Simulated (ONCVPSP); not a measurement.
## Pseudopotential generation for beryllium: ONCV, PBE, fully relativistic.

- Element: beryllium
- Generator: ONCVPSP 4.0.1
- Type: optimised norm-conserving Vanderbilt (ONCV)
- Functional: PBE
- Relativity: fully relativistic
- Frozen core: none
- Valence charge: 4
- Reference configuration: 1s2 (charge +2)
- Partial waves: 1s: rc 0.40 bohr, ncon 3, nbas 6, qcut 35.8 1/bohr, 2 projectors, debl 2.6 Ha; p scattering state at 0.06 Ha: rc 0.40 bohr, ncon 3, nbas 6, qcut 19.6 1/bohr, 2 projectors, debl 1.3 Ha
- Local potential: polynomial inside 0.30 bohr (lpopt 4, dvloc0 -1 Ha)
- Core correction: none

Open shells are filled in proportion to 2j + 1.

In the s channel the program set the typed energies aside and used -4.861, 0.250 Ha.

All-electron outer shells of the reference configuration (PBE, scalar-relativistic, ld1.x):

| shell | level (eV) | outermost node (bohr) | outermost maximum (bohr) |
| --- | --- | --- | --- |
| 1s | -132.28 | – | 0.27 |

Does the generator finish with these settings?

Yes, a potential is produced and its reference levels are reproduced.

Estimate the cutoffs (Ha) at which the residual kinetic energy of the hardest occupied pseudo-wave falls to 1 and 0.1 mHa per electron.

318 Ha and 394 Ha.

What does a ghost test show?

Ghosts flagged at negative energy: s at -128.3 eV; GHOST(+) flags only above 600 eV. A true bound ghost makes a file unfit for plane-wave use.

Tests: 1s2 2s2; 1s2 2s1; 1s2 2s1.5; 1s1 2s2. Which has the largest error in its energy relative to the reference configuration, and how large is it?

1s1 2s2, with +34 meV (all-electron minus pseudo) on +100.78 eV.
